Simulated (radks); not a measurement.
Values are calculated unless marked as measured or tabulated.
Isoelectronic series with 26 electrons, all held in the configuration [Ar] 3d6 4s2, which need not be the ground one along the series. Level of theory: Dirac Kohn-Sham, PBE, spin-unpolarised, spherical densities, point nucleus; open shells are shared between the two j in proportion to 2j + 1 (a radial shooting solver on a logarithmic mesh with Libxc functionals). Total energies (hartree) and orbital eigenvalues (hartree):

ion,E (hartree),4s1/2,3d5/2,3d3/2,3p3/2
Fe,-1272.47554,-0.19446,-0.27358,-0.27917,-2.18733
Cu3+,-1650.92083,-1.47244,-2.41967,-2.43368,-4.96362
Br9+,-2570.03113,-6.03412,-10.21119,-10.26181,-14.04309
Sr12+,-3111.50324,-9.23776,-15.68565,-15.76912,-20.17257
Nb15+,-3708.43665,-13.04768,-22.18250,-22.31218,-27.33711
Ru18+,-4361.61914,-17.46564,-29.69267,-29.88510,-35.53210
Ag21+,-5071.94892,-22.49653,-38.21091,-38.48611,-44.75685
Sn24+,-5840.43769,-28.14738,-47.73402,-48.11591,-55.01297
I27+,-6668.21780,-34.42704,-58.26009,-58.77679,-66.30357
Ba30+,-7556.5524,-41.34601,-69.78798,-70.47225,-78.63284
Pr33+,-8506.8485,-48.91641,-82.31716,-83.20673,-92.00589
Sm36+,-9520.6726,-57.15203,-95.84751,-96.98548,-106.4286
Tb39+,-10599.7694,-66.06844,-110.3792,-111.8145,-121.9075

Estimate the row of Ge6+.

Answer. E (hartree) -2083.34768; 4s1/2 -3.44032; 3d5/2 -5.77624; 3d3/2 -5.80454; 3p3/2 -8.96159.
